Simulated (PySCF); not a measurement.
NICS in one family of compounds.

NICS is the negative of the GIAO shielding at a point without a nucleus: at the ring centre (0) and 1 Å above and below it (1); zz is the component along the ring normal. Level: GIAO PBE0/pcSseg-1 (PySCF, non-relativistic, gas phase) on the GFN2-xTB geometries, one conformer each. Atom numbers follow the mapped SMILES.

Question: Order these rings by mean NICS(1)zz, lowest (most negative) first (ppm).
A. ring C2–C3–C4–C5–C6–P7 in `[F:1][c:2]1[cH:3][cH:4][cH:5][cH:6][p:7]1`
B. ring C2–C3–C4–C5–C6–P10 in `[F:1][c:2]1[cH:3][cH:4][cH:5][c:6]([CH:7]2[CH2:8][CH2:9]2)[p:10]1`
C. ring C2–C3–C4–C5–C6–P7 in `[Cl:1][c:2]1[cH:3][cH:4][cH:5][cH:6][p:7]1`

Answer: A (-26.7), C (-25.5), B (-23.9).

| SMILES | ring | NICS(0) | NICS(1) | NICS(1)zz | HOMA | rms pucker (Å) | ring atoms with four or more neighbours |
| --- | --- | --- | --- | --- | --- | --- | --- |
| Fc1ccccp1 | 6-membered ring with P; formal bonds all aromatic | -8.9 | -10.8 | -26.7 | 0.93 | 0.00 | 0 |
| Clc1ccccp1 | 6-membered ring with P; formal bonds all aromatic | -7.8 | -10.3 | -25.5 | 0.92 | 0.00 | 0 |
| Fc1cccc(C2CC2)p1 | 6-membered ring with P; formal bonds all aromatic | -8.5 | -10.2 | -23.9 | 0.90 | 0.00 | 0 |

NICS(0) gives another order. The isotropic NICS(1) gives the same order. HOMA uses Krygowski's 1993 parameters. NICS(1) and NICS(1)zz are means over the two faces.
